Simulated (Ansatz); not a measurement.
```yaml
crystal:
  periodic: [false, false, false]
  atoms:
    - {symbol: C, position_ang: [-0.581483, 1.798575, 0.173245]}
    - {symbol: C, position_ang: [-0.422453, 0.333416, -0.044181]}
    - {symbol: C, position_ang: [0.705261, -0.374242, 0.110959]}
    - {symbol: Al, position_ang: [0.698962, -2.273722, -0.225200]}
    - {symbol: H, position_ang: [-1.344901, 1.996790, 0.932981]}
    - {symbol: H, position_ang: [-0.924658, 2.290840, -0.742863]}
    - {symbol: H, position_ang: [0.354455, 2.262167, 0.489137]}
    - {symbol: H, position_ang: [-1.331083, -0.184065, -0.360014]}
    - {symbol: H, position_ang: [1.587966, 0.184856, 0.427652]}
    - {symbol: H, position_ang: [-0.679478, -2.924413, -0.678040]}
    - {symbol: H, position_ang: [2.002712, -3.167202, -0.063074]}
basis:
  gaussian: {orbitals: cc-pVTZ-DK, final_grid: {core_spheres: 1, valence_spheres: 1, degree: 5}}
hamiltonian: {xc: {name: r2SCAN}}
output: {forces: true}
```

```sh
$ ansatz run in.yaml --threads 2 --pin off --events-out ev --progress --plain --max-ram 4352MiB
```

It prints (some lines left out):

```
Functional definition: r2SCAN
1185 factors; their error is unknown
mean field evaluation 1: about -9822.2989 eV, gradient 6.5e1 eV
mean field evaluation 2: about -9796.8506 eV, gradient 1.1e2 eV
mean field evaluation 4: about -9832.4876 eV, gradient 1.2e1 eV
mean field evaluation 8: about -9792.6156 eV, gradient 1.4e2 eV
mean field evaluation 16: about -9809.5693 eV, gradient 1.3e-1 eV
mean field -9809.56941775 eV, -360.4950269373 hartree, gradient 6.3e-5 eV, S^2 0.000000; 0 other end points of the search recorded, 0 dependent functions left out
reference -9809.56947048 eV, -360.4950288750 hartree; 19, 19 occupied and 203, 203 virtual orbitals, 1185 factors
Total energy: -9809.56947048 eV, -360.4950288750 hartree
Relativity: scalar
Atom 0 at    -0.581483     1.798575     0.173245 Å, force     0.906887   -11.621561    -1.898166 eV/Å
Atom 1 at    -0.422453     0.333416    -0.044181 Å, force    22.556944    -6.180036     4.492380 eV/Å
Atom 2 at     0.705261    -0.374242     0.110959 Å, force   -24.890292    17.119166    -3.155041 eV/Å
Atom 3 at     0.698962    -2.273722    -0.225200 Å, force     1.210074     2.651929     0.778145 eV/Å
Atom 4 at    -1.344901     1.996790     0.932981 Å, force     3.839948    -0.599631    -4.284352 eV/Å
Atom 5 at    -0.924658     2.290840    -0.742863 Å, force     1.451708    -2.325664     5.174277 eV/Å
Atom 6 at     0.354455     2.262167     0.489137 Å, force    -4.451880    -2.058957    -1.465984 eV/Å
Atom 7 at    -1.331083    -0.184065    -0.360014 Å, force     3.839475     3.885226     1.625221 eV/Å
Atom 8 at     1.587966     0.184856     0.427652 Å, force    -4.656233    -3.544608    -1.767318 eV/Å
Atom 9 at    -0.679478    -2.924413    -0.678040 Å, force     0.246446     2.072971     0.410264 eV/Å
Atom 10 at     2.002712    -3.167202    -0.063074 Å, force    -0.053077     0.601165     0.090574 eV/Å
Dipole moment:     0.029399     0.357256     0.070434 e Å
```

**Question.** What is wrong with this run?

**Answer.** The integration grid is far too coarse. The calculation finished and met its thresholds. The result belongs to that input, not to the molecule as meant.
